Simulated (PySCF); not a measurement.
Question: What does the PBE0-D3(BJ)/def2-SVP structure of `C/C=C\C#CC(F)(F)C(F)(F)F` look like in three dimensions?

Answer: 
```xyz
17
C7H5F5 angstrom
C      2.2269    1.2299   -0.4036
C      2.6003   -0.2017   -0.5390
C      1.7771   -1.2549   -0.3734
C      0.4023   -1.1337   -0.0435
C     -0.7741   -1.0279    0.2372
C     -2.1782   -0.8337    0.5745
F     -2.9777   -1.6087   -0.1839
F     -2.4199   -1.1377    1.8661
C     -2.6292    0.6311    0.3616
F     -2.5095    0.9666   -0.9162
F     -1.8768    1.4491    1.0890
F     -3.8933    0.7783    0.7256
H      2.8603    1.7231    0.3522
H      1.1742    1.3592   -0.1169
H      2.4020    1.7663   -1.3512
H      3.6428   -0.4214   -0.7951
H      2.1643   -2.2716   -0.4926
```

Orientation and origin are arbitrary. Atoms count from 1 in this order. Of the pairs four or more bonds apart, C4···H14 is among the closest relative to their van der Waals radii: 2.61 Å, 90 % of the sum of Bondi's values. The 6 C–C bonds span 1.214 Å (C4≡C5, drawn triple) to 1.547 Å (C6–C9, drawn single), a spread of 0.333 Å. The 5 C–F bonds span 1.324 Å (C9–F12, drawn single) to 1.349 Å (C6–F8, drawn single), a spread of 0.025 Å.

Bonds between heavy atoms (Å): C1–C2 1.486, C2=C3 1.347, C3–C4 1.419, C4≡C5 1.214, C5–C6 1.457, C6–F7 1.347, C6–F8 1.349, C6–C9 1.547, C9–F10 1.327, C9–F11 1.328, C9–F12 1.324.

Computed, not measured: PBE0-D3(BJ)/def2-SVP geometry optimisation, gas phase (PySCF).

Point group: C1 (no symmetry element, even within 0.4 Å). Stationary, but not proved a minimum.

Rough CPU time on one thread of a shared machine: about 5 min. This is the geometry optimisation.
